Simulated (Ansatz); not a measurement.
CH₇FOSi₂, SMILES `FC([SiH3])O[SiH3]`, relaxed with RKS PBE0-D4/def2-TZVP in the Gaussian-basis code of Ansatz from a PBE-D4/def2-SVP geometry. The force threshold is 0.005 eV/Å; the program also tests the step.

The species carries charge 0 and has multiplicity 1.

Start:

```xyz
12

F     1.256    0.356   -1.045
C     0.021   -0.168   -0.622
Si   -1.384    0.873   -1.437
O    -0.091   -0.066    0.760
Si    1.106   -0.660    1.818
H     0.024   -1.241   -0.945
H    -2.719    0.332   -1.009
H    -1.258    0.786   -2.932
H    -1.225    2.295   -0.987
H     2.257    0.293    1.950
H     0.415   -0.810    3.138
H     1.597   -1.992    1.313
```

| step | energy (eV) | largest force (eV/Å) | largest move (Å) |
| --- | --- | --- | --- |
| 1 | -21660.7938 | 0.805 | 0.000 |
| 2 | -21660.8399 | 0.546 | 0.036 |
| 3 | -21660.8499 | 0.097 | 0.022 |
| 4 | -21660.8506 | 0.028 | 0.010 |
| 5 | -21660.8514 | 0.056 | 0.026 |
| 6 | -21660.8518 | 0.046 | 0.051 |
| 7 | -21660.8527 | 0.025 | 0.058 |
| 8 | -21660.8530 | 0.034 | 0.030 |
| 9 | -21660.8532 | 0.023 | 0.010 |
| 10 | -21660.8534 | 0.013 | 0.020 |
| 11 | -21660.8534 | 0.005 | 0.008 |
| 12 | -21660.8535 | 0.003 | 0.002 |

End:

```xyz
12

F     1.272    0.458   -1.077
C     0.074   -0.091   -0.620
Si   -1.387    0.847   -1.424
O     0.002    0.039    0.752
Si    1.076   -0.672    1.803
H     0.116   -1.153   -0.907
H    -2.652    0.215   -0.971
H    -1.272    0.739   -2.900
H    -1.328    2.265   -0.995
H     2.325    0.117    1.923
H     0.380   -0.726    3.108
H     1.394   -2.039    1.310
```

Hardware: 4 threads of an Arm Neoverse V1 on a shared host. Wall time 47 s, peak host memory 0.58 GiB.
